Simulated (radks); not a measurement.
Results of a calculation; reference values are marked as such.
Species: Gd IV. Configuration: [Xe] 4f6 5f1 (not the ground configuration). Level of theory: non-relativistic Kohn-Sham, PBE, spin-polarised, spherical densities, point nucleus; open shells are filled with parallel spins first (spin-orbit coupling, left out, can overturn this in heavy ions); relativity is left out, which matters for an element this heavy (a radial shooting solver on a logarithmic mesh with Libxc functionals).

Local quantities along the radius. ELF = 1/(1 + alpha^2) is the electron localisation function; alpha = (tau - tau_W)/tau_unif compares the Pauli kinetic energy density with that of the uniform gas (summed over spins).

```
   r/bohr * ELF (the largest magnitude, 0.999, reaches the edge; | marks zero)
 0.001456 |                                                      *
 0.001708 |                                                      *
 0.001989 |                                                      *
 0.002315 |                                                      *
 0.002696 |                                                      *
 0.003163 |                                                      *
 0.003683 |                                                      *
 0.004287 |                                                      *
 0.005031 |                                                      *
 0.005857 |                                                      *
 0.006818 |                                                      *
 0.008001 |                                                      *
 0.009315 |                                                      *
  0.01084 |                                                     *
  0.01262 |                                                     *
  0.01481 |                                                   *
  0.01725 |                                                *
  0.02008 |                                           *
  0.02356 |                                 *
  0.02743 |                        *
  0.03193 |                  *
  0.03747 |                 *
  0.04362 |                      *
  0.05079 |                             *
  0.05912 |                                    *
  0.06938 |                                       *
  0.08077 |                                      *
  0.09403 |                               *
   0.1103 |                      *
   0.1285 |                   *
   0.1495 |                       *
   0.1755 |                                *
   0.2043 |                                       *
   0.2378 |                                       *
   0.2769 |                              *
   0.3249 |               *
   0.3783 |            *
   0.4404 |                         *
   0.5168 |                                     *
   0.6016 |                                        *
   0.7004 |                                   *
   0.8219 |                       *
   0.9568 |               *
    1.114 |                  *
    1.297 |                             *
    1.522 |                                      *
    1.772 |                                      *
    2.062 |                          *
     2.42 |      *
    2.818 |*
     3.28 |*
    3.849 |*
    4.481 |*
    5.217 |*
    6.073 *
    7.127 *
    8.297 *
    9.659 *
    11.33 *
```

On this mesh the ELF has minima near r = 0.037, 0.13, 0.38, 0.96 bohr, which separate the shells, and maxima near 0.069 (0.73), 0.24 (0.72), 0.60 (0.74), 1.5 (0.71).
